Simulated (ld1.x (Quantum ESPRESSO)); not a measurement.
**Transferability test, RRKJ potential for Ni**

Ni, norm-conserving RRKJ (Kleinman–Bylander form), made with ld1.x (Quantum ESPRESSO) 7.5 (PBE, fully relativistic). Core [Ne], reference 3s2 3p6 3d8 4s2 4p0. Waves: 3s (bound): rc 0.90 bohr; 3d (bound): rc 1.00 bohr; 3p (bound): rc 0.80 bohr. Local part: the p channel. Core correction: a·sin(br)/r model core inside 0.70 bohr. rho0 = 0.001.

Open shells are filled in proportion to 2j + 1 (rel_dist='average').

Occupied shells without a wave of their own: 4s. They enter only through the test configuration that unscreens the potential, and ld1.x also counts them in the model core charge.

Energies are relative to the spin-unpolarised reference configuration 3s2 3p6 3d8 4s2 4p0; without spin polarisation the order of configurations can differ from experiment. The p channel is local and has no spin–orbit splitting in the pseudo-atom.

ld1.x takes every shell without a wave as core, so the model core holds the 4s electrons as well and exchange and correlation see them twice. This cancels in the reference configuration, but the file is broken for other ones, and its errors say nothing about a proper core correction.

```tsv
valence configuration	charge	ΔE all-electron (eV)	error AE − PS (meV)
3s2 3p6 3d8 4s1 4p0	+1	9.323	-183
3s2 3p6 3d8 4s0 4p0	+2	26.674	-712
3s2 3p6 3d7 4s0 4p0	+3	64.140	-1060
3s2 3p6 3d9 4s0 4p0	+1	6.318	-363
3s2 3p6 3d6 4s0 4p0	+4	121.695	-1357
3s2 3p6 3d8 4s1.5 4p0	+0.5	3.718	-52
3s2 3p6 3d8 4s0 4p2	0	9.501	-148
```

A Bessel basis up to 400 Ry misses an occupied level by 4.41 Ry, so cutoffs and ghosts were not judged. The potential misses its own reference levels by up to 1.5 eV, so it is not fit for use.
